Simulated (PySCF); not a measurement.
Isomers of C2H11FOSi3, one GFN2-xTB conformer each. Single-point energies are computed at PBE0/pcSseg-1 (PySCF, gas phase, no added dispersion term), electronic only.

| SMILES | GFN2-xTB relative energy (kcal/mol) |
| --- | --- |
| CC[SiH2]O[SiH2][SiH2]F | 0.0 |
| FC([SiH3])([SiH3])CO[SiH3] | 76.1 |

Conformers: `[CH3:1][CH2:2][SiH2:3][O:4][SiH2:5][SiH2:6][F:7]` with C1–C2–Si3–O4 179°, C2–Si3–O4–Si5 42°, Si3–O4–Si5–Si6 178°, O4–Si5–Si6–F7 -176°; `[F:1][C:2]([SiH3:3])([SiH3:4])[CH2:5][O:6][SiH3:7]` with F1–C2–C5–O6 -153°, C2–C5–O6–Si7 -162°.

Question: What does PBE0/pcSseg-1 give for the same structures?

Answer: 
```tsv
SMILES	PBE0/pcSseg-1 E (Eh)	PBE0/pcSseg-1 (kcal/mol)	GFN2-xTB (kcal/mol)	point group
CC[SiH2]O[SiH2][SiH2]F	-1125.79530	0.0	0.0	C1
FC([SiH3])([SiH3])CO[SiH3]	-1125.65411	88.6	76.1	C1
```

Both levels put the same isomer lowest. As drawn, the lower has an Si–F bond and an Si–Si bond, which the higher lacks.

Question: Which frontier levels, dipoles and rotational constants go with these structures?

Answer: 
```
                    SMILES  HOMO (eV, PBE0/pcSseg-1)  LUMO (eV)  dipole (D)       A, B, C (MHz)
    CC[SiH2]O[SiH2][SiH2]F                     -8.05      -1.10        2.47  5492, 447.1, 430.5
FC([SiH3])([SiH3])CO[SiH3]                     -7.86      -0.04        2.10  1921, 872.2, 763.5
```
